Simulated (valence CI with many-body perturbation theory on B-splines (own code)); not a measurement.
# Forbidden lines of Sm41+

Computed by configuration interaction combined with many-body perturbation theory (CI+MBPT): three valence electrons over a frozen Dirac-Fock core [Ar], a basis of 9 s, 9 p, 10 d, 8 f, 5 g, 3 h, 1 i functions for each j, with the one-electron correlation potential Σ1 (screened to all orders), the two-electron term Σ2, the three-electron term Σ3, Breit, model QED; selected single and double excitations, second order for the rest (own B-spline code, finite nucleus).

The last digits are not significant, and no measured levels were compared; by estimate large intervals hold to a few tenths of a per cent, small ones and those within an open d or f shell to about a per cent. Only levels of the ground parity were solved; by the run's estimate the other parity begins above the list, which can be wrong where configurations are misplaced.

Lines 1 to 50 of 61 in falling wavelength, among levels below 117.66 eV, chosen from the decays that carry over 1 % of a level's rate. Wavelengths and rates use the calculated energies. Weak lines are less certain than strong ones. Lines between different terms over intervals too small for the method are left out, as are lines whose strength nearly cancels. The highest levels of a list are the least certain.

Levels are named by their leading jj configuration (3d3/2^4 stands for four electrons in 3d with j = 3/2), which in mixed levels can hold well under half, so a name can repeat and another be missing. Letters in brackets count levels of one name in rising energy.

```csv
λ vac (Å),Upper,Lower,Type,A (s⁻¹),Branch %
13130,(3d3/2^2 3d5/2) J=9/2,(3d3/2^2 3d5/2) J=7/2,M1,3.78e+00,100.0
3148,(3d3/2^2 3d5/2) J=1/2,(3d3/2^2 3d5/2) J=3/2,M1,7.25e+02,1.0
1657,(3d3/2^2 3d5/2) J=7/2,(3d3/2^2 3d5/2) J=5/2 [a],M1,3.73e+03,99.7
1553,(3d3/2 3d5/2^2) J=11/2,(3d3/2 3d5/2^2) J=9/2,M1,1.44e+03,1.3
1277,(3d3/2 3d5/2^2) J=5/2 [b],(3d3/2 3d5/2^2) J=3/2 [a],M1,3.41e+03,1.7
997.7,(3d3/2 3d5/2^2) J=5/2 [a],(3d3/2 3d5/2^2) J=7/2 [a],M1,3.83e+03,1.4
747.6,(3d5/2^3) J=3/2,(3d3/2 3d5/2^2) J=3/2 [b],M1,1.14e+04,1.9
686.8,(3d3/2^2 3d5/2) J=5/2 [b],(3d3/2^2 3d5/2) J=7/2,M1,3.27e+03,6.0
661.7,(3d3/2 3d5/2^2) J=7/2 [b],(3d3/2 3d5/2^2) J=7/2 [a],M1,7.23e+03,4.5
631.9,(3d3/2 3d5/2^2) J=5/2 [a],(3d3/2^2 3d5/2) J=5/2 [b],M1,2.81e+04,10.3
623.0,(3d3/2^2 3d5/2) J=5/2 [b],(3d3/2^2 3d5/2) J=3/2,M1,2.16e+04,39.4
562.4,(3d3/2 3d5/2^2) J=3/2 [b],(3d3/2 3d5/2^2) J=1/2,M1,2.44e+04,6.0
520.3,(3d5/2^3) J=5/2,(3d3/2 3d5/2^2) J=3/2 [b],M1,2.38e+04,2.7
514.8,(3d3/2 3d5/2^2) J=5/2 [b],(3d3/2^2 3d5/2) J=5/2 [b],M1,8.21e+04,41.3
513.3,(3d5/2^3) J=9/2,(3d3/2 3d5/2^2) J=11/2,M1,1.78e+04,3.1
511.1,(3d3/2 3d5/2^2) J=3/2 [b],(3d3/2 3d5/2^2) J=3/2 [a],M1,3.97e+04,9.8
493.2,(3d3/2^2 3d5/2) J=5/2 [a],(3d3/2^3) J=3/2,M1,2.23e+05,100.0
491.1,(3d3/2 3d5/2^2) J=7/2 [a],(3d3/2^2 3d5/2) J=7/2,M1,8.71e+04,19.1
485.5,(3d3/2^2 3d5/2) J=5/2 [b],(3d3/2^2 3d5/2) J=5/2 [a],M1,5.51e+03,10.1
478.1,(3d3/2 3d5/2^2) J=7/2 [b],(3d3/2^2 3d5/2) J=5/2 [b],M1,1.32e+04,8.2
453.2,(3d3/2 3d5/2^2) J=9/2,(3d3/2^2 3d5/2) J=9/2,M1,1.63e+05,62.0
438.1,(3d3/2 3d5/2^2) J=9/2,(3d3/2^2 3d5/2) J=7/2,M1,1.00e+05,38.0
408.6,(3d3/2 3d5/2^2) J=3/2 [a],(3d3/2^2 3d5/2) J=1/2,M1,6.10e+04,10.0
402.9,(3d3/2^2 3d5/2) J=3/2,(3d3/2^3) J=3/2,M1,1.94e+05,99.4
398.2,(3d5/2^3) J=3/2,(3d3/2 3d5/2^2) J=5/2 [b],M1,8.00e+03,1.3
385.8,(3d5/2^3) J=9/2,(3d3/2 3d5/2^2) J=9/2,M1,2.36e+05,40.6
380.9,(3d3/2 3d5/2^2) J=1/2,(3d3/2^2 3d5/2) J=1/2,M1,3.49e+05,94.2
378.8,(3d3/2 3d5/2^2) J=7/2 [a],(3d3/2^2 3d5/2) J=5/2 [a],M1,3.69e+05,80.9
361.7,(3d3/2 3d5/2^2) J=3/2 [a],(3d3/2^2 3d5/2) J=3/2,M1,3.58e+05,58.5
357.2,(3d3/2^2 3d5/2) J=1/2,(3d3/2^3) J=3/2,M1,7.17e+04,98.9
352.3,(3d5/2^3) J=9/2,(3d3/2 3d5/2^2) J=7/2 [a],M1,3.22e+05,55.4
350.8,(3d3/2 3d5/2^2) J=11/2,(3d3/2^2 3d5/2) J=9/2,M1,1.13e+05,98.7
348.3,(3d5/2^3) J=3/2,(3d3/2 3d5/2^2) J=5/2 [a],M1,2.32e+05,38.5
339.8,(3d3/2 3d5/2^2) J=1/2,(3d3/2^2 3d5/2) J=3/2,M1,1.82e+04,4.9
339.4,(3d5/2^3) J=5/2,(3d3/2 3d5/2^2) J=7/2 [b],M1,9.08e+04,10.4
329.1,(3d3/2 3d5/2^2) J=5/2 [a],(3d3/2^2 3d5/2) J=7/2,M1,2.54e+04,9.3
323.1,(3d5/2^3) J=5/2,(3d3/2 3d5/2^2) J=5/2 [b],M1,1.81e+05,20.7
321.0,(3d5/2^3) J=3/2,(3d3/2 3d5/2^2) J=1/2,M1,1.27e+05,21.0
320.9,(3d3/2 3d5/2^2) J=3/2 [b],(3d3/2^2 3d5/2) J=5/2 [b],M1,2.10e+05,51.9
313.7,(3d3/2 3d5/2^2) J=5/2 [a],(3d3/2^2 3d5/2) J=3/2,M1,1.79e+05,65.4
310.6,(3d3/2 3d5/2^2) J=3/2 [a],(3d3/2^2 3d5/2) J=5/2 [a],M1,1.80e+05,29.4
303.6,(3d5/2^3) J=3/2,(3d3/2 3d5/2^2) J=3/2 [a],M1,2.07e+05,34.3
294.2,(3d3/2 3d5/2^2) J=5/2 [b],(3d3/2^2 3d5/2) J=7/2,M1,9.83e+04,49.4
289.4,(3d5/2^3) J=5/2,(3d3/2 3d5/2^2) J=5/2 [a],M1,1.58e+05,18.1
288.1,(3d3/2 3d5/2^2) J=7/2 [b],(3d3/2^2 3d5/2) J=9/2,M1,6.36e+04,39.6
281.9,(3d3/2 3d5/2^2) J=7/2 [b],(3d3/2^2 3d5/2) J=7/2,M1,5.73e+04,35.6
281.9,(3d3/2 3d5/2^2) J=5/2 [b],(3d3/2^2 3d5/2) J=3/2,M1,4.39e+03,2.2
274.6,(3d3/2 3d5/2^2) J=5/2 [a],(3d3/2^2 3d5/2) J=5/2 [a],M1,3.15e+04,11.5
257.8,(3d5/2^3) J=5/2,(3d3/2 3d5/2^2) J=3/2 [a],M1,2.56e+05,29.2
249.9,(3d3/2 3d5/2^2) J=5/2 [b],(3d3/2^2 3d5/2) J=5/2 [a],M1,7.80e+03,3.9
```
